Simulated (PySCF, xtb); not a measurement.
Cl2H5NSi2, SMILES Cl[SiH2]N[SiH2]Cl.

Geometry optimised at PBE0-D3(BJ)/def2-SVP. Other conformers were not sampled.

Method: C-PCM-M06-2X/def2-SVP (PySCF).

The values are the electrostatic part of the solvation free energy, E(continuum) − E(gas) at the gas-phase geometry, in a cavity of scaled van der Waals radii (PySCF's table); cavitation and dispersion terms are not included. In vacuum the orbital gap is 10.79 eV. The dipole moment in vacuum is 1.03 D.

**Question.** Estimate the values in water (ε = 78.36), chloroform (ε = 4.71), ethanol (ε = 24.85). (Estimate from the structure and the level; the computed values follow.)

**Answer.** 
```json
[
 {"solvent": "water", "ε": "78.36", "ΔG(elec) (kcal/mol)": "-3.9", "dipole (D)": "1.33", "gap (eV)": "10.90"},
 {"solvent": "chloroform", "ε": "4.71", "ΔG(elec) (kcal/mol)": "-3.0", "dipole (D)": "1.26", "gap (eV)": "10.88"},
 {"solvent": "ethanol", "ε": "24.85", "ΔG(elec) (kcal/mol)": "-3.8", "dipole (D)": "1.32", "gap (eV)": "10.90"}
]
```

For comparison, GFN2-xTB/ALPB(water) (xtb, at the GFN2-xTB geometry, all terms of that model) gives -0.8 kcal/mol.
